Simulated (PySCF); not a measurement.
Cl$_{2}$Pb, charge -1, doublet, geometry from GFN2-xTB (such geometries of metal compounds can be far from the true shape) (a state made from the parent by changing its charge; the spin is typed, not shown lowest) (core potentials on Pb), with bond 2-1 at 1.3 times its length; DF-CAMB3LYP/def2-TZVP run with PySCF.

PySCF was given this input:
```python
from pyscf import gto, scf, dft

mol = gto.M(
    atom='''
Pb    0.007043   -0.010256    0.425939
Cl    1.920591    2.191465   -1.443467
Cl   -1.512976   -1.633907   -1.042464
''',
    basis='def2-tzvp',
    ecp={'Pb': 'def2-tzvp'},
    charge=-1,
    spin=1,
    verbose=4,
)

mf = dft.UKS(mol)
mf.xc = 'camb3lyp'
mf.conv_tol = 1e-4
mf = mf.density_fit(auxbasis='def2-universal-jkfit')
mf.kernel()
```

The log (banner, timings and long lists left out):

```
PySCF version 2.14.0

[INPUT] verbose = 4
[INPUT] num. atoms = 3
[INPUT] num. electrons = 57
[INPUT] charge = -1
[INPUT] spin (= nelec alpha-beta = 2S) = 1
[INPUT] symmetry False subgroup None
[INPUT] Mole.unit = angstrom
[INPUT] Symbol           X                Y                Z      unit          X                Y                Z       unit  Magmom
[INPUT]  1 Pb     0.007043000000  -0.010256000000   0.425939000000 AA    0.013309341095  -0.019381031134   0.804908055771 Bohr   0.0
[INPUT]  2 Cl     1.920591000000   2.191465000000  -1.443467000000 AA    3.629390987305   4.141268661570  -2.727757299848 Bohr   0.0
[INPUT]  3 Cl    -1.512976000000  -1.633907000000  -1.042464000000 AA   -2.859110273040  -3.087636743010  -1.969971454719 Bohr   0.0

nuclear repulsion = 161.044371063301
number of shells = 42
number of NR pGTOs = 217
number of NR cGTOs = 124
basis = def2-tzvp
ecp = {'Pb': 'def2-tzvp'}

******** <class 'pyscf.df.df_jk.DFUKS'> ********
method = DFUKS
initial guess = minao
damping factor = 0
level_shift factor = 0
DIIS = <class 'pyscf.scf.diis.CDIIS'>
diis_start_cycle = 1
diis_space = 8
diis_damp = 0
SCF conv_tol = 0.0001
SCF conv_tol_grad = None
SCF max_cycles = 50
direct_scf = False
number electrons alpha = 29  beta = 28
XC library pyscf.dft.libxc version 7.1.2
    S. Lehtola, C. Steigemann, M. J. T. Oliveira, and M. A. L. Marques,  SoftwareX 7, 1–5 (2018)
XC functionals = camb3lyp
    T. Yanai, D. P. Tew, and N. C. Handy,  Chem. Phys. Lett. 393, 51 (2004)
radial grids:
    Treutler-Ahlrichs [JCP 102, 346 (1995); DOI:10.1063/1.469408] (M4) radial grids

becke partition: Becke, JCP 88, 2547 (1988); DOI:10.1063/1.454033
pruning grids: <function nwchem_prune>
grids dens level: 3
symmetrized grids: False
atomic radii adjust function: <function treutler_atomic_radii_adjust>
small_rho_cutoff = 0
Set gradient conv threshold to 0.01
tot grids = 60992
******** <class 'pyscf.df.df.DF'> ********
auxbasis = def2-universal-jkfit
Create RSH-DF object <pyscf.df.df.DF object> for omega=0.33
******** <class 'pyscf.df.df.DF'> ********
auxbasis = auxmol.basis = def2-universal-jkfit
init E= -1080.96973481098

cycle= 1 E= -1112.34295717479  delta_E= -31.4  |g|= 1.46  |ddm|= 7.22
cycle= 2 E= -1112.49716682502  delta_E= -0.154  |g|= 1.54  |ddm|= 4.29
cycle= 3 E= -1113.43423178233  delta_E= -0.937  |g|= 0.105  |ddm|= 1.97
cycle= 4 E= -1113.4430944462  delta_E= -0.00886  |g|= 0.043  |ddm|= 0.354
cycle= 5 E= -1113.44412198156  delta_E= -0.00103  |g|= 0.0204  |ddm|= 0.0631
cycle= 6 E= -1113.44433271992  delta_E= -0.000211  |g|= 0.00393  |ddm|= 0.0267
cycle= 7 E= -1113.44437045766  delta_E= -3.77e-05  |g|= 0.00148  |ddm|= 0.0166
Extra cycle  E= -1113.44437397459  delta_E= -3.52e-06  |g|= 0.0012  |ddm|= 0.00438
converged SCF energy = -1113.44437397459  <S^2> = 0.75254856  2S+1 = 2.0025469
```
